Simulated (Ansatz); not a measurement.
`[SH][GeH]([Cl])[Cl]` + `N=C=O` → `O=C=[N][GeH]([Cl])[Cl]` + H₂S at 600 K and 1 bar (ligand exchange at a Ge–S bond).

Gas-phase electronic energies from Ansatz, PBE0-D4/def2-TZVP geometries. CBS: MP2 limit from def2 TZ/QZ plus the TZ coupled-cluster correction, frozen cores. This one scheme is used for every species. For Ge outer-core shells are correlated without core-valence functions, which leaves a few kJ/mol of doubt a bond. Scalar relativity is left out up to krypton. One conformer a species, not always the lowest.

```
                 species  CCSD(T)/CBS energy (Eh)  H − E (kJ/mol)  S (J/(mol·K))
   `[SH][GeH]([Cl])[Cl]`              -3394.75336           104.3          425.6
                 `N=C=O`               -168.51995            83.3          274.5
`O=C=[N][GeH]([Cl])[Cl]`              -3164.30040           123.1          467.5
                     H₂S               -398.97279            60.8          230.9
```

H − E and S are ideal-gas, rigid-rotor, harmonic terms from PBE0-D4/def2-TZVP, for one conformer and one mirror image of each species. 1 Eh = 2625.50 kJ/mol, R = 8.31446 J/(mol·K).

Q: By hand: ΔE, ΔH, ΔS and ΔG.

A: ΔE = (-3164.30040) + (-398.97279) − (-3394.75336) − (-168.51995) = 0.00012 Eh = 0.3 kJ/mol. Δ(H − E) = 123.1 + 60.8 − 104.3 − 83.3 = -3.7, so ΔH = -3.4 kJ/mol. ΔS = 467.5 + 230.9 − 425.6 − 274.5 = -1.7 J/(mol·K). ΔG = -3.4 − 600 × (-1.7)/1000 = -2.4 kJ/mol.

Q: By hand: the equilibrium constant, and the temperature at which ΔG would vanish if ΔH and ΔS stayed fixed.

A: log₁₀ K = −ΔG/(RT ln 10) = 0.2. ΔG = 0 at ΔH/ΔS = 2000 K, though so small a ΔH makes that figure unsure.

The number of gas molecules stays the same, so ΔS is small and ΔH decides. The sign of ΔG lies within the doubt. A doubt of 5 kJ/mol in ΔE shifts log₁₀ K by 0.4 here. Other conformers and mirror images would add mixing entropy, several J/(mol·K) or more a flexible species. Modes under 60 cm⁻¹, often nearly free rotors, make the harmonic entropy too high. These are equilibria of isolated gas molecules and say nothing of rates. Largest T1 diagnostic: 0.018 (customary marks: 0.02 for closed shells, 0.045 for open ones).
